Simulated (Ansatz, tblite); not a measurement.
Cost and result up the ladder for GeH2(OiPr)2 (C₆H₁₆GeO₂) (25 atoms). The state is a singlet with charge 0. Geometry: PBE-D4/def2-SVP.

```xyz
25

Ge    0.009   -1.712   -0.254
H    -0.014   -2.696    0.941
H     0.029   -2.295   -1.688
O     1.490   -0.698   -0.195
C     1.957   -0.177    1.060
C     1.955    1.349    0.992
C     3.346   -0.752    1.334
H     1.274   -0.492    1.888
H     2.593    1.692    0.152
H     2.340    1.794    1.932
H     0.928    1.728    0.823
H     3.306   -1.857    1.398
H     4.037   -0.481    0.509
H     3.763   -0.362    2.284
O    -1.467   -0.717   -0.008
C    -1.946    0.134   -1.062
C    -2.006    1.569   -0.543
C    -3.309   -0.382   -1.520
H    -1.245    0.106   -1.933
H    -2.663    1.623    0.349
H    -2.404    2.259   -1.315
H    -0.997    1.920   -0.251
H    -3.226   -1.417   -1.909
H    -4.016   -0.394   -0.665
H    -3.735    0.257   -2.320
```

Ansatz on 2 threads of AMD EPYC 7R13 on a shared host and a share (18 GiB) of an NVIDIA H100 80GB HBM3; xTB runs through tblite on one thread. Times are rough, summed over both states, and most runs start from the orbitals of an earlier one. PBE0-D4/def2-TZVP serves as the yardstick here, not as an exact answer. The other state is a triplet.

The xTB rows come from tblite.

xTB has no spin-polarisation term.

```json
{"level": "GFN2-xTB", "functions": "57", "wall time": "0.079 s", "vertical triplet (eV)": "8.02", "difference from PBE0-D4/def2-TZVP (eV)": "1.51"}
{"level": "GFN1-xTB", "functions": "73", "wall time": "0.11 s", "vertical triplet (eV)": "6.79", "difference from PBE0-D4/def2-TZVP (eV)": "0.27"}
{"level": "r2SCAN-D4/def2-TZVP", "functions": "392", "wall time": "12 s", "vertical triplet (eV)": "6.16", "difference from PBE0-D4/def2-TZVP (eV)": "-0.36"}
{"level": "PBE-D4/def2-TZVP (with forces)", "functions": "392", "wall time": "13 s", "vertical triplet (eV)": "5.86", "difference from PBE0-D4/def2-TZVP (eV)": "-0.65"}
{"level": "PBE0-D4/def2-TZVP (with forces)", "functions": "392", "wall time": "20 s", "vertical triplet (eV)": "6.51", "difference from PBE0-D4/def2-TZVP (eV)": "0.00"}
```
